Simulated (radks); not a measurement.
Results of a calculation; reference values are marked as such.
Polarisability of neutral rubidium, [Kr] 5s1, at imaginary frequency. Level of theory: scalar-relativistic Kohn-Sham, LDA (Slater exchange, Perdew-Wang correlation), spin-polarised, spherical densities, finite nucleus; open shells are filled with parallel spins first (spin-orbit coupling, left out, can overturn this in heavy ions); Fermi nuclear charge, rms radius 4.2036 fm (a radial shooting solver on a logarithmic mesh with Libxc functionals). Response by self-consistent Sternheimer equations with the Hartree and adiabatic LDA kernel, the relativistic mass of each level held fixed and spin-orbit coupling left out.

| w (hartree) | alpha1(iw) (bohr^3) | alpha2(iw) (bohr^5) |
|---|---|---|
| 0.00266 | 279.7 | 7204 |
| 0.0143 | 266.4 | 7002 |
| 0.0360 | 211.2 | 6060 |
| 0.0697 | 128.5 | 4246 |
| 0.118 | 67.61 | 2455 |
| 0.186 | 36.16 | 1295 |
| 0.280 | 21.17 | 669.3 |
| 0.413 | 13.55 | 347.6 |
| 0.605 | 8.992 | 181.8 |
| 0.892 | 5.778 | 94.40 |
| 1.35 | 3.378 | 47.00 |
| 2.12 | 1.724 | 21.22 |
| 3.59 | 0.7535 | 8.042 |
| 6.94 | 0.2736 | 2.283 |
| 17.5 | 0.06538 | 0.3779 |

Static values: alpha1 = 280.2 bohr^3 (41.52 angstrom^3; uncoupled 327.2), alpha2 = 7211 bohr^5, alpha3 = 232500 bohr^7. C6 = 3894, C8 = 562600, triple-dipole C9 = 790500 atomic units. One-pole (London) frequency 4 C6 / (3 alpha1^2) = 0.066 hartree, against 0.094 for minus the highest occupied eigenvalue. Recommended static value: 319.8 bohr^3 (Schwerdtfeger and Nagle, 2023 table).
